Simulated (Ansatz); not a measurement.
Input for Ansatz (an electronic-structure program): R-SVWN5/def2-TZVPP on Ge2H4 (SMILES [GeH2]=[GeH2]).

Ansatz 0.2 input:
```yaml
crystal:
  periodic: [false, false, false]
  atoms:
    - {symbol: Ge, position_ang: [-1.14842823, -0.00000000, 0.03898810]}
    - {symbol: Ge, position_ang: [1.14842823, 0.00000000, -0.03898810]}
    - {symbol: H, position_ang: [-1.83646944, -1.24901117, -0.55773859]}
    - {symbol: H, position_ang: [-1.83646944, 1.24901117, -0.55773859]}
    - {symbol: H, position_ang: [1.83646944, -1.24901117, 0.55773859]}
    - {symbol: H, position_ang: [1.83646944, 1.24901117, 0.55773859]}
basis:
  gaussian:
    orbitals: def2-TZVPP
hamiltonian:
  xc: {name: SVWN5}
scf: {lower_state_search: off}
```

**Question.** What total energy does the run end on?

**Answer.** -4150.0393 hartree.
